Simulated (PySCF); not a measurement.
A PySCF script (with the pyscf-properties extension) for the NMR shieldings of `CO[SiH]1N[SiH2]N1`, CH$_{8}$N$_{2}$OSi$_{2}$, on a GFN2-xTB geometry:

```python
import basis_set_exchange as bse
import numpy as np
from pyscf import gto, dft
from pyscf.prop import nmr

atoms = """
C     2.324078   -0.005321    0.016645
O     1.562518    0.291629    1.152489
Si   -0.046274    0.277416    1.300799
N    -0.895397   -1.116298    0.687259
Si   -2.000336   -0.237269   -0.328225
N    -1.012853    1.121601    0.121247
H     1.798386   -0.694515   -0.645390
H     2.543602    0.914114   -0.531346
H     3.260794   -0.458990    0.346404
H    -0.179685    0.633163    2.697926
H    -0.943906   -2.052866    1.041668
H    -1.895630   -0.594464   -1.740920
H    -3.371663   -0.182017    0.172686
H    -1.144312    2.103345   -0.033384
"""
names = dict.fromkeys(["C", "O", "Si", "N", "H"], "pcSseg-1")
basis = {el: gto.basis.parse(bse.get_basis(n, elements=[el], fmt="nwchem")) for el, n in names.items()}
mol = gto.M(atom=atoms, basis=basis, charge=0, verbose=0)
mf = dft.RKS(mol, xc="PBE0")
mf.grids.level = 2
mf.grids.alignment = dft.numint.BLKSIZE   # the property module wants whole blocks of grid points
mf.conv_tol = 1e-9
mf.kernel()

calc = nmr.RKS(mf)   # GIAO
C = mf.mo_coeff
Co = C[:, mf.mo_occ > 0]
resp = mf.gen_response(singlet=True, hermi=2)
def vind(x):   # induced exchange potential for any number of trial vectors
    d = np.einsum("pi,xij,qj->xpq", C, 2 * x.reshape(-1, C.shape[1], Co.shape[1]), Co, optimize=True)
    return np.einsum("xpq,pi,qj->xij", resp(d - d.transpose(0, 2, 1)), C, Co, optimize=True).ravel()
mo1, _ = nmr.rhf.solve_mo1(calc, with_cphf=vind)
sigma = calc.kernel(mo1)
for i, s in enumerate(sigma):   # ppm
    print("%2d %-2s %9.2f" % (i, mol.atom_pure_symbol(i), np.trace(s) / 3))
```

**Question.** What does it print?

**Answer.** 
```
 0 C     135.78
 1 O     278.82
 2 Si    389.68
 3 N     239.42
 4 Si    382.08
 5 N     234.90
 6 H      27.38
 7 H      27.75
 8 H      27.82
 9 H      26.76
10 H      31.67
11 H      26.15
12 H      26.22
13 H      31.46
```

These numbers come from an equivalent density-fitted implementation of the same equations, which agrees with the script to about 0.01 ppm for H and up to a few tenths of a ppm for heavy atoms, so last digits may differ.

Size and cost of the density-fitted run: 156 basis functions, roughly 70 core-seconds.
